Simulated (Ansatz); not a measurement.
Ansatz (a program for electronic structure) input (CCSD(T)/def2-SVP):

Ansatz 0.2 input:
```yaml
crystal:
  periodic: [false, false, false]
  atoms:
    - {symbol: V, position_ang: [-0.00000000, 0.00000000, 0.00000000]}
    - {symbol: C, position_ang: [1.73605136, -0.32372041, -0.98362771]}
    - {symbol: H, position_ang: [2.31421952, -1.14519543, -0.55232959]}
    - {symbol: H, position_ang: [2.35720693, 0.57396926, -1.04225108]}
    - {symbol: H, position_ang: [1.41996823, -0.60453457, -1.99675613]}
    - {symbol: C, position_ang: [0.52212956, 0.52311827, 1.88146770]}
    - {symbol: H, position_ang: [-0.43755218, 0.69128212, 2.38735921]}
    - {symbol: H, position_ang: [1.10551230, 1.44715848, 1.91199566]}
    - {symbol: H, position_ang: [1.06252489, -0.27200621, 2.40191715]}
    - {symbol: C, position_ang: [-1.09032728, 1.45052929, -0.89069857]}
    - {symbol: H, position_ang: [-2.00644886, 1.68226493, -0.34102819]}
    - {symbol: H, position_ang: [-1.33334425, 1.21270336, -1.92968811]}
    - {symbol: H, position_ang: [-0.43189333, 2.32875641, -0.87130283]}
    - {symbol: C, position_ang: [-1.16785364, -1.64992715, -0.00714142]}
    - {symbol: H, position_ang: [-1.41328296, -1.98422798, -1.01863789]}
    - {symbol: H, position_ang: [-2.08638756, -1.51466642, 0.57002203]}
    - {symbol: H, position_ang: [-0.55052272, -2.41550395, 0.48069975]}
basis:
  gaussian:
    orbitals: def2-SVP
magnetization: {spin_polarized: true, initial_magnetization: 1}
correlation: {method: ccsd_t, electrons: outside_noble_gas}
```

End of the output:

```
mean field evaluation 768: about -29954.8061 eV, gradient 1.1e-2 eV
mean field evaluation 800: about -29958.8856 eV, gradient 6.9e-1 eV
mean field evaluation 832: about -29957.5549 eV, gradient 4.0e-3 eV
mean field evaluation 864: about -29956.0873 eV, gradient 4.2e-1 eV
mean field evaluation 896: about -29957.4322 eV, gradient 3.0e-4 eV
mean field evaluation 928: about -29957.2345 eV, gradient 4.8e-1 eV
mean field -29958.92551660 eV, -1100.9702058458 hartree, gradient 5.8e-6 eV, S^2 1.088042; 22 other end points of the search recorded, 0 dependent functions left out
determinant -29958.92551660 eV, -1100.9702058458 hartree, with singles and doubles -29981.53793670 eV, -1101.8011969575 hartree
determinant -29958.64826045 eV, -1100.9600168705 hartree, with singles and doubles -29981.29058815 eV, -1101.7921070660 hartree
determinant -29957.55492351 eV, -1100.9198374789 hartree, with singles and doubles -29979.07006549 eV, -1101.7105043634 hartree
determinant -29957.43224409 eV, -1100.9153290935 hartree, with singles and doubles -29979.91244924 eV, -1101.7414613951 hartree
determinant -29957.16895108 eV, -1100.9056532538 hartree, with singles and doubles -29978.99688304 eV, -1101.7078149577 hartree
determinant -29956.90356243 eV, -1100.8959004008 hartree, with singles and doubles -29979.36560104 eV, -1101.7213650942 hartree
determinant -29956.71992069 eV, -1100.8891516913 hartree, with singles and doubles -29978.56220221 eV, -1101.6918407321 hartree
determinant -29956.60562846 eV, -1100.8849515293 hartree, with singles and doubles -29978.48799649 eV, -1101.6891137222 hartree
determinant -29956.27342545 eV, -1100.8727432939 hartree, with singles and doubles -29978.49937666 eV, -1101.6895319355 hartree
determinant -29956.09640793 eV, -1100.8662380201 hartree, with singles and doubles -29977.53599055 eV, -1101.6541281489 hartree
determinant -29956.05721526 eV, -1100.8647977158 hartree, with singles and doubles -29978.35076983 eV, -1101.6840707355 hartree
determinant -29955.69929097 eV, -1100.8516442410 hartree, with singles and doubles -29977.81553812 eV, -1101.6644013326 hartree
determinant -29955.69072276 eV, -1100.8513293650 hartree, with singles and doubles -29977.09074094 eV, -1101.6377655275 hartree
determinant -29958.92551660 eV, -1100.9702058458 hartree, with singles and doubles -29981.55902075 eV, -1101.8019717820 hartree
determinant -29958.64826045 eV, -1100.9600168705 hartree, with singles and doubles -29981.31444541 eV, -1101.7929838039 hartree
13 core orbitals not correlated
reference -29958.92551660 eV, -1100.9702058458 hartree; 17, 16 occupied and 117, 118 virtual orbitals, 1566 factors
second order -20.41795592 eV of doubles, -0.00000000 eV of singles
coupled cluster: 5.61 GiB planned
cycle   1  -22.63351757 eV  change   -1.3e-5 eV  update   4.6e-6
coupled cluster: 5.61 GiB planned
perturbative correction -1.00146585 eV, -0.0368031911 hartree
Total energy: -29982.56050002 eV, -1101.8387754662 hartree
```

The spin state was set by rule; other spins were not relaxed.

The determinant is spin-contaminated: <S^2> is 1.09 against 0.75 for a pure state.
